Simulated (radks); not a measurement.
The nuclear charge of the promethium ion Pm2+ is varied continuously with 59 electrons held in [Xe] 4f5. Calculated with a radial shooting solver on a logarithmic mesh with Libxc functionals: Dirac Kohn-Sham, LDA (Slater exchange, Perdew-Wang correlation), spin-unpolarised, spherical densities, finite nucleus; open shells fill j = l - 1/2 first; Fermi nuclear charge, rms radius 4.962 fm. By the Hellmann-Feynman theorem dE/dZ = E(electron-nucleus)/Z, the electronic potential at the nucleus (averaged over a nucleus of fixed radius).

Z     E (hartree)  E(electron-nucleus)/Z (hartree)   HOMO  e(HOMO) (eV)  <r> HOMO (bohr)
60     -9622.1683                         -391.923  4f5/2        -3.137            1.354
60.1   -9661.4089                         -392.890  4f5/2        -3.978            1.290
60.2   -9700.7461                         -393.853  4f5/2        -4.951            1.239
60.3   -9740.1794                         -394.813  4f5/2        -6.032            1.199
60.4   -9779.7087                         -395.772  4f5/2        -7.203            1.164
60.5   -9819.3337                         -396.729  4f5/2        -8.451            1.135
60.6   -9859.0544                         -397.684  4f5/2        -9.766            1.109
60.7   -9898.8706                         -398.639  4f5/2       -11.141            1.086
60.8   -9938.7823                         -399.594  4f5/2       -12.569            1.065
60.9   -9978.7893                         -400.548  4f5/2       -14.047            1.046
61    -10018.8918                         -401.501  4f5/2       -15.571            1.028
61.1  -10059.0896                         -402.455  4f5/2       -17.138            1.012
61.2  -10099.3827                         -403.408  4f5/2       -18.746           0.9966
61.3  -10139.7712                         -404.361  4f5/2       -20.394           0.9823
61.4  -10180.2550                         -405.315  4f5/2       -22.078           0.9688
61.5  -10220.8342                         -406.268  4f5/2       -23.799           0.9561
61.6  -10261.5087                         -407.222  4f5/2       -25.554           0.9440
61.7  -10302.2785                         -408.175  4f5/2       -27.343           0.9326
61.8  -10343.1438                         -409.129  4f5/2       -29.164           0.9216
61.9  -10384.1044                         -410.084  4f5/2       -31.017           0.9112
62    -10425.1605                         -411.038  4f5/2       -32.901           0.9012

The central difference of E at Z = 61 is -401.501 hartree, to compare with the third column; the second derivative is -9.54 hartree.
